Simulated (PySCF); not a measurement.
**Magnetisability: `CC[C@@H](C)C[C@H]1CO1`, C7H14O**

Molfile (atoms numbered from 1):
```
C7H14O
     RDKit          3D

 22 22  0  0  0  0  0  0  0  0999 V2000
   -2.3802   -0.3114    1.1410 C   0  0  0  0  0  0  0  0  0  0  0  0
   -1.0508    0.3066    0.7243 C   0  0  0  0  0  0  0  0  0  0  0  0
   -0.4784   -0.2954   -0.5636 C   0  0  1  0  0  0  0  0  0  0  0  0
   -1.3022    0.1041   -1.7860 C   0  0  0  0  0  0  0  0  0  0  0  0
    0.9766    0.1540   -0.7616 C   0  0  0  0  0  0  0  0  0  0  0  0
    1.9110   -0.3864    0.2954 C   0  0  1  0  0  0  0  0  0  0  0  0
    3.1882    0.2686    0.5890 C   0  0  0  0  0  0  0  0  0  0  0  0
    2.1053    0.3497    1.4690 O   0  0  0  0  0  0  0  0  0  0  0  0
   -2.7030    0.1042    2.0927 H   0  0  0  0  0  0  0  0  0  0  0  0
   -3.1573   -0.1144    0.4066 H   0  0  0  0  0  0  0  0  0  0  0  0
   -2.2809   -1.3887    1.2562 H   0  0  0  0  0  0  0  0  0  0  0  0
   -1.1777    1.3828    0.5872 H   0  0  0  0  0  0  0  0  0  0  0  0
   -0.3293    0.1624    1.5292 H   0  0  0  0  0  0  0  0  0  0  0  0
   -0.4915   -1.3882   -0.4751 H   0  0  0  0  0  0  0  0  0  0  0  0
   -2.3282   -0.2391   -1.6903 H   0  0  0  0  0  0  0  0  0  0  0  0
   -0.8841   -0.3332   -2.6905 H   0  0  0  0  0  0  0  0  0  0  0  0
   -1.3097    1.1862   -1.8996 H   0  0  0  0  0  0  0  0  0  0  0  0
    1.3340   -0.1943   -1.7349 H   0  0  0  0  0  0  0  0  0  0  0  0
    1.0200    1.2448   -0.7492 H   0  0  0  0  0  0  0  0  0  0  0  0
    1.8518   -1.4631    0.4498 H   0  0  0  0  0  0  0  0  0  0  0  0
    3.4437    1.1884    0.0749 H   0  0  0  0  0  0  0  0  0  0  0  0
    4.0322   -0.3184    0.9333 H   0  0  0  0  0  0  0  0  0  0  0  0
  1  2  1  0
  2  3  1  0
  3  4  1  0
  3  5  1  0
  5  6  1  0
  6  7  1  0
  7  8  1  0
  8  6  1  0
  1  9  1  0
  1 10  1  0
  1 11  1  0
  2 12  1  0
  2 13  1  0
  3 14  1  1
  4 15  1  0
  4 16  1  0
  4 17  1  0
  5 18  1  0
  5 19  1  0
  6 20  1  1
  7 21  1  0
  7 22  1  0
M  END
```

Computed, not measured: PySCF 2.14.0, GIAO HF/pcSseg-1 magnetisability, rotational g tensor and spin-rotation constants, non-relativistic, gas phase. Geometry: GFN2-xTB.

Q: What are the magnetisability and the molar susceptibility?

A: Isotropic -1554 × 10⁻³⁰ J/T², or -93.6 × 10⁻⁶ cm³/mol; principal values -1642, -1540, -1481 × 10⁻³⁰ J/T², anisotropy 141 × 10⁻³⁰ J/T² (root of half the summed squared differences of the principal values). The susceptibility is in cgs units.

Q: Split it along the inertial axes a, b, c into diamagnetic and paramagnetic parts about the centre of mass, with the quadrupole moment.

A: 
```tsv
axis	χ (10⁻⁶ cm³/mol)	diamagnetic (10⁻⁶ cm³/mol)	paramagnetic (10⁻⁶ cm³/mol)	summed x² of all electrons (Å²)	quadrupole Θ (D Å)
a	-92.0	-490.4	398.4	253.0	+3.07
b	-94.4	-1187.0	1092.6	88.8	-4.54
c	-94.3	-1450.3	1355.9	26.8	+1.48
```
Anisotropies 2χaa − χbb − χcc = +4.7 and 2χbb − χaa − χcc = -2.5 × 10⁻⁶ cm³/mol. Θ is traceless in Buckingham's convention.

Q: And the rotational g tensor?

A: 
```csv
axis,rotational constant (GHz),g,nuclear part,electronic part
a,3.4739,-0.0034,0.6468,-0.6502
b,1.1599,+0.0026,0.5980,-0.5954
c,0.9331,+0.0005,0.5949,-0.5944
```
Asymmetric top; isotopes 12C, 1H, 16O; no vibrational averaging.
